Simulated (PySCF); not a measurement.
(2S)-1-bromo-2-fluoropropane (C₃H₆BrF), SMILES C[C@H](F)CBr. Coordinates come from a B3LYP-D3(BJ)/def2-SVP optimisation. One conformer was computed; it need not be the lowest.

Computed equilibrium geometry at B3LYP-D3(BJ)/def2-SVP (PySCF confirms it by a frequency run) as a Z-matrix (one conformer of several):
```
C
F 1 1.3950
H 1 1.1040 2 107.32
C 1 1.5142 3 110.69 2 -118.69
H 4 1.0992 1 110.61 3 -61.10
H 4 1.0997 5 108.79 1 -120.87
H 4 1.1014 5 108.72 6 -118.00
C 1 1.5232 3 109.17 2 113.86
H 8 1.0964 1 110.19 3 -61.83
H 8 1.0978 9 109.61 1 122.75
Br 8 1.9597 9 106.70 10 115.60
```
Charge 0, spin multiplicity 1.
